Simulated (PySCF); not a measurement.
Two species compared at the same levels of theory.

First species: C7H13N.
Geometry (GFN2-xTB, Å), atoms numbered from 1 in this order:
```xyz
21
C7H13N angstrom
C     -2.549    1.354   -0.837
C     -1.810    0.573   -0.071
C     -1.020   -0.590   -0.571
N     -1.118   -1.806    0.252
C      0.205   -1.583    0.838
C      0.500   -0.547   -0.258
C      1.130    0.773    0.153
C      2.624    0.609    0.411
H     -2.611    1.203   -1.903
H     -3.118    2.176   -0.437
H     -1.769    0.737    0.999
H     -1.269   -0.789   -1.619
H     -1.899   -1.833    0.900
H      0.818   -2.487    0.843
H      0.200   -1.149    1.845
H      1.071   -0.986   -1.077
H      0.648    1.155    1.055
H      0.969    1.505   -0.642
H      2.795   -0.132    1.188
H      3.063    1.552    0.730
H      3.133    0.282   -0.493
```

Second species: C₈H₇FO₂.
SMILES with atom numbers: `[CH3:1][O:2][c:3]1[cH:4][cH:5][c:6]([C:7](=[O:8])[F:9])[cH:10][cH:11]1` (hydrogens: H12, H13, H14 on C1; H15 on C4; H16 on C5; H17 on C10; H18 on C11)

Levels: PBE0/pcSseg-1 for dipole moment, HOMO energy, LUMO energy and HOMO–LUMO gap; GFN2-xTB for rotational constant A and rotational constant C. Geometries: GFN2-xTB. All species are isolated and taken at one optimised geometry, non-relativistic unless stated; the electronic structure was computed with PySCF and density fitting.

The conformers computed, where there is a choice (atom-mapped SMILES and torsion angles):
- `[CH2:1]=[CH:2][C@@H:3]1[NH:4][CH2:5][C@@H:6]1[CH2:7][CH3:8]`: C1–C2–C3–N4 -136°, C5–C6–C7–C8 78°
- `[CH3:1][O:2][c:3]1[cH:4][cH:5][c:6]([C:7](=[O:8])[F:9])[cH:10][cH:11]1`: C1–O2–C3–C4 180°, C5–C6–C7–O8 180°

```json
{"property": "dipole moment", "column X": "5.44 D", "column Y": "1.32 D"}
{"property": "HOMO energy", "column X": "-7.19 eV", "column Y": "-6.31 eV"}
{"property": "LUMO energy", "column X": "-1.66 eV", "column Y": "0.17 eV"}
{"property": "HOMO–LUMO gap", "column X": "5.53 eV", "column Y": "6.48 eV"}
{"property": "rotational constant A", "column X": "3.498 GHz", "column Y": "2.896 GHz"}
{"property": "rotational constant C", "column X": "0.487 GHz", "column Y": "1.095 GHz"}
```

Problem. Which column belongs to which species?

Solution. Column X is the second species and column Y the first. The first has 21 atoms and 62 electrons, the second 18 and 80.

Problem. How does each property change from the first species to the second?

Solution. dipole moment +4.12 D; HOMO energy -0.88 eV; LUMO energy -1.83 eV; HOMO–LUMO gap -0.95 eV; rotational constant A +0.602 GHz; rotational constant C -0.608 GHz.

On the first: A dipole of 1.32 D is allowed in C1, and pure rotational transitions are dipole-allowed. In atomic units the dipole is 0.52 e·bohr (1 au = 2.5417 D).

On the second: The dipole equals about 18.1 × 10⁻³⁰ C·m (1 D = 3.33564 × 10⁻³⁰ C·m). A dipole of 5.44 D is allowed in Cs, and pure rotational transitions are dipole-allowed.
